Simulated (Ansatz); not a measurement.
Mulliken charges of BFGaH4N (`B[NH][GaH][F]`) from ωB97M-V/def2-TZVPP in Ansatz (PBE0-D4/def2-TZVP geometry).

```tsv
atom	x (Å)	y (Å)	z (Å)	charge (e)
B1	0.484	1.330	-0.336	-0.145
N2	0.141	0.280	0.521	-0.220
Ga3	-0.513	-1.335	-0.059	0.503
F4	-0.837	-2.425	1.279	-0.386
H5	0.347	1.173	-1.520	0.039
H6	0.906	2.362	0.103	0.045
H7	0.256	0.409	1.517	0.129
H8	-0.784	-1.793	-1.505	0.036
```

Task: By hand: the dipole of these point charges (1 e Å = 4.8032 D).

Result: Σ q r = (0.023, 0.150, -0.502) e Å, of length 0.524 e Å = 2.52 D.

Task: How does the dipole of the full density compare? (Estimate.)

Result: Ansatz gave: (0.017, 0.066, -0.117) e Å, 0.65 D; the point charges give 3.88 times that, at 14° from its direction.

Point charges leave out the atoms' own dipoles, such as those of lone pairs, and Mulliken's split depends on the basis, so the two needn't agree.
